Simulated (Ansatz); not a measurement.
`[NH2][Ti]([F])([F])[F]` + HCl → `[F][Ti]([F])([F])[Cl]` + NH₃ at 600 K and 1 bar (ligand exchange at a Ti–N bond).

Gas-phase electronic energies from Ansatz, PBE0-D4/def2-TZVP geometries. CCSD(T)/CBS adds triple-zeta CCSD(T) − MP2 to the extrapolated MP2 energy (def2 sets, frozen cores). This one scheme is used for every species. For Ti outer-core shells are correlated without core-valence functions, which leaves a few kJ/mol of doubt a bond. Scalar relativity is left out up to krypton. Each species was taken in one conformer, which may not be the lowest.

```json
{"species": "`[NH2][Ti]([F])([F])[F]`", "CCSD(T)/CBS energy (Eh)": "-1204.44931", "H − E (kJ/mol)": "139.5", "S (J/(mol·K))": "438.7"}
{"species": "HCl", "CCSD(T)/CBS energy (Eh)": "-460.38127", "H − E (kJ/mol)": "35.4", "S (J/(mol·K))": "207.2"}
{"species": "`[F][Ti]([F])([F])[Cl]`", "CCSD(T)/CBS energy (Eh)": "-1608.34854", "H − E (kJ/mol)": "70.1", "S (J/(mol·K))": "395.2"}
{"species": "NH₃", "CCSD(T)/CBS energy (Eh)": "-56.50880", "H − E (kJ/mol)": "112.4", "S (J/(mol·K))": "219.5"}
```

H − E and S are ideal-gas, rigid-rotor, harmonic terms from PBE0-D4/def2-TZVP, for one conformer and one mirror image of each species. 1 Eh = 2625.50 kJ/mol, R = 8.31446 J/(mol·K).

Task: By hand: ΔE, ΔH, ΔS and ΔG.

Result: ΔE = (-1608.34854) + (-56.50880) − (-1204.44931) − (-460.38127) = -0.02676 Eh = -70.3 kJ/mol. Δ(H − E) = 70.1 + 112.4 − 139.5 − 35.4 = 7.6, so ΔH = -62.7 kJ/mol. ΔS = 395.2 + 219.5 − 438.7 − 207.2 = -31.2 J/(mol·K). ΔG = -62.7 − 600 × (-31.2)/1000 = -44.0 kJ/mol.

Task: By hand: the equilibrium constant, and the temperature at which ΔG would vanish if ΔH and ΔS stayed fixed.

Result: log₁₀ K = −ΔG/(RT ln 10) = 3.8. ΔG = 0 at ΔH/ΔS = 2010 K.

ΔH outweighs TΔS. A doubt of 5 kJ/mol in ΔE shifts log₁₀ K by 0.4 here. Other conformers and mirror images would add mixing entropy, several J/(mol·K) or more a flexible species. Modes under 60 cm⁻¹, often nearly free rotors, make the harmonic entropy too high. These are equilibria of isolated gas molecules and say nothing of rates. Largest T1 diagnostic: 0.024 (customary marks: 0.02 for closed shells, 0.045 for open ones).
